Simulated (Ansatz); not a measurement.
This geometry of BCl₃H₂O (7 atoms, charge 0, multiplicity 1) is a first-order saddle point.

All numbers below come from RKS r2SCAN/6-31G* in Ansatz.

```xyz
7
Properties=species:S:1:pos:R:3
B 0.054 -0.351 -0.129
Cl -0.029 0.180 2.091
Cl 1.563 0.296 -0.752
Cl -1.497 0.078 -0.870
O 0.145 -1.757 0.365
H -0.700 -2.222 0.211
H 0.113 -1.256 1.506
```

Task: Which two structures does it join? (They come from a converged band through this point; their orientation in space is the band's.)

Result: Bonds broken: B1–Cl2, O5–H7. Bonds formed: Cl2–H7. BCl3H2O becomes BCl2HO + ClH.

First end point:

```xyz
7
Properties=species:S:1:pos:R:3
B 0.059 -0.099 0.152
Cl -0.022 0.605 1.835
Cl 1.556 0.264 -0.766
Cl -1.496 0.022 -0.801
O 0.140 -1.769 0.477
H -0.654 -2.177 0.077
H 0.067 -1.876 1.448
```

Last end point:

```xyz
7
Properties=species:S:1:pos:R:3
B -0.168 -0.444 -0.763
Cl 0.912 -0.817 3.338
Cl 1.115 0.742 -0.738
Cl -1.105 -0.751 -2.224
O -0.420 -1.124 0.384
H -1.145 -1.766 0.300
H 0.461 -0.869 2.123
```

Task: How far does it lie above each of them?

Result: 0.79 eV above the first and 1.07 eV above the second. This is the barrier of this one path; another mechanism may lie lower. The orbitals stay closed-shell, which can raise the energy where a bond breaks towards radicals; this wasn't checked here.

Time of the run: 3 min on 2 threads of AMD EPYC 9R45 96-Core Processor (Zen 5), with other jobs on the host, peak memory 0.18 GiB.
